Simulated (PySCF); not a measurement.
PbClI, SMILES [I][Pb][Cl] (connectivity only; charge and spin as stated), neutral, multiplicity 1.

Geometry: PBE-D3(BJ)/def2-SVP. The def2 effective core potentials stand for the cores of I, Pb; spin–orbit coupling is left out.

Calculation: HF/def2-TZVPD (PySCF).

Gas-phase values at a fixed geometry.

| Property | Result |
|---|---|
| total energy | -948.13230 hartree |
| point group | Cs |
| highest occupied level | -9.74 eV |
| lowest empty level | -0.79 eV |
| orbital gap | 8.96 eV |
| dipole moment | 4.87 D |
| quadrupole, principal values (traceless, Buckingham form, about the centre of nuclear charge) | -15.32, 6.88, 8.44 D·Å |
| mean static polarisability | 96.0 bohr³ (14.22 Å³) |
| polarisability, principal values | 68.4, 90.7, 128.9 bohr³ |
